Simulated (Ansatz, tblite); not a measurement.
Adding an electron: the cluster Si₄Se₄⁺. Total charge 1; doublet. Geometry: PBE-D4/def2-SVP. Ansatz, gas phase; energy differences of separate SCF runs; the reduced species is a singlet (the triplet lies 0.41 eV higher at PBE0-D4/def2-TZVP).

Cartesian coordinates in Å:
```
Si 1.2119 -1.5407 -0.0871
Si 0.9438 0.8738 1.5355
Si -1.2348 -1.0352 -0.2493
Si -0.7540 1.5610 -1.3269
Se -1.5582 0.9500 0.9712
Se 1.5652 -1.2375 2.2018
Se 1.7164 0.7116 -0.7609
Se -1.8903 -0.2830 -2.2843
```

The xTB rows come from tblite. The structure comes from a short search, and lower isomers may exist.

(1) Estimate orbital energies and vertical electron affinities at: GFN1-xTB; GFN2-xTB; PBE-D4/def2-TZVP; r2SCAN-D4/def2-TZVP; PBE0-D4/def2-TZVP.

Results:

(1) 
```
              level  −HOMO (eV)  −LUMO (eV)  vertical EA (eV)  HOMO–LUMO gap (eV)
           GFN1-xTB           –           –             10.31                   –
           GFN2-xTB           –           –             12.05                   –
   PBE-D4/def2-TZVP        9.48        9.04              7.00                0.44
r2SCAN-D4/def2-TZVP        9.73        9.02              7.06                0.72
  PBE0-D4/def2-TZVP       10.32        8.49              7.09                1.83
```

  HOMO and LUMO are the levels of the spin that leaves or enters (xTB has no such levels and no spin-polarisation term). Other spin states of the ions may lie lower, which would lower the ionisation energy or raise the affinity. Raw xTB energy differences between charge states are shifted by several eV; the methods need an empirical correction for them.
